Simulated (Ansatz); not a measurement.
Problem. Name a neutral molecule of C, N, Si and H with LUMO energy (B3LYP/def2-TZVPP) between -0.65 and -0.35 eV and LUMO energy (ωB97M-V/def2-TZVPP) between 1.40 and 1.70 eV (Ansatz, PBE0-D4/def2-TZVP geometry).

Solution. `N[Si@@H]1[SiH2][C@H]1[SiH3]` (-0.44 eV, 1.42 eV); `CC1=N[SiH2]1` (-0.60 eV, 1.44 eV); `C#C[SiH2]N` (-0.47 eV, 1.57 eV); `C1=N[SiH2]N1` (-0.40 eV, 1.51 eV); `NC1N[SiH2]1` (-0.39 eV, 1.53 eV); `NC1(N)N[SiH2]1` (-0.43 eV, 1.48 eV). Other molecules can fit too; these were computed, each in one conformer that needn't be the lowest.

B3LYP here is the variant with VWN-RPA as its local correlation; programs differ in this.
